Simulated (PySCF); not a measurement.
Radial density of C+ (carbon, charge +1)

BLYP, [He] 2s1 2p1 3d1, one real determinant (an excited configuration). Computed with PySCF 2.14 in aug-cc-pVTZ-DK, with the spin-free X2C one-electron Hamiltonian (Gaussian nucleus).

```
r (bohr)  4πr²ρ (e/bohr)  4πr²(ρα − ρβ)
 0.00499         0.03799         0.0012
 0.00839          0.1030         0.0034
  0.0141          0.2687         0.0088
  0.0238          0.6745         0.0220
  0.0399           1.567         0.0508
  0.0672           3.207         0.1022
   0.113           5.285         0.1608
   0.190           6.127         0.1698
   0.320           4.060         0.1530
   0.538           1.555         0.5483
   0.905           1.472         1.4133
    1.52           1.173         1.1726
    2.56          0.4179         0.4179
    4.31          0.2792         0.2792
    7.24        0.006759         0.0068
```

Densities and radii are taken from the X2C orbitals without a picture-change correction, which distorts them close to the nucleus.

⟨L²⟩ = 8.00 against 12 for a pure F term, so this real determinant mixes terms. The outer electron is Rydberg-like, and this basis confines it to a smaller radius and binds it less than a complete one would.
